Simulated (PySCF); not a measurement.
CH₇NOSi₂, SMILES O1[SiH2]NC[SiH2]1.

Geometry: TPSSh-D3(BJ)/def2-SVP. This is a generated structure with no PubChem entry under its InChIKey; it may be hypothetical. One conformer was computed; it need not be the lowest.

All values below come from PySCF 2.14.0 with TDDFT-LC-ωPBE/def2-SVPD.

Vertical excitations. 

Computed UV-visible absorptions:
```csv
state,energy (eV),λ (nm),f,main pairs
S1,6.51,190,0.008,"HOMO→LUMO+2 33 %, HOMO→LUMO 27 %, HOMO→LUMO+1 26 %, HOMO→LUMO+4 7 %"
S2,6.62,187,0.002,"HOMO→LUMO 53 %, HOMO→LUMO+1 13 %, HOMO→LUMO+2 11 %, HOMO→LUMO+3 10 %"
S3,7.52,165,0.010,"HOMO→LUMO+1 39 %, HOMO−1→LUMO+1 18 %, HOMO→LUMO+2 17 %, HOMO−1→LUMO 8 %"
S4,7.77,159,0.005,"HOMO−1→LUMO+1 33 %, HOMO−1→LUMO 22 %, HOMO→LUMO+2 12 %, HOMO→LUMO+1 9 %"
S5,7.97,156,0.003,"HOMO→LUMO+5 51 %, HOMO→LUMO+4 17 %"
S6,8.12,153,0.002,"HOMO−2→LUMO 39 %, HOMO−2→LUMO+1 33 %"
S7,8.31,149,0.041,"HOMO→LUMO+4 35 %, HOMO→LUMO+3 18 %, HOMO→LUMO+5 17 %, HOMO→LUMO 9 %"
S8,8.38,148,0.007,"HOMO−1→LUMO+2 20 %, HOMO→LUMO+6 12 %, HOMO−1→LUMO 11 %, HOMO−3→LUMO+1 11 %"
S9,8.50,146,0.003,"HOMO→LUMO+6 27 %, HOMO−1→LUMO+2 14 %, HOMO−3→LUMO+1 7 %, HOMO−1→LUMO+3 6 %"
S10,8.59,144,0.054,"HOMO→LUMO+7 28 %, HOMO−1→LUMO+1 10 %, HOMO−1→LUMO 10 %, HOMO→LUMO+3 9 %"
T1,6.12,203,0,"HOMO→LUMO+2 37 %, HOMO→LUMO 21 %, HOMO→LUMO+1 20 %, HOMO→LUMO+4 10 %"
T2,6.40,194,0,"HOMO→LUMO 54 %, HOMO→LUMO+1 10 %, HOMO→LUMO+3 9 %, HOMO→LUMO+2 8 %"
T3,7.16,173,0,"HOMO−1→LUMO+1 33 %, HOMO→LUMO+1 23 %, HOMO−1→LUMO 18 %"
T4,7.33,169,0,"HOMO→LUMO+1 19 %, HOMO−1→LUMO+1 17 %, HOMO→LUMO+2 15 %, HOMO−2→LUMO+1 6 %"
```
Triplets are in the Tamm–Dancoff approximation, which puts them higher than full response would, so one can lie above its singlet here.
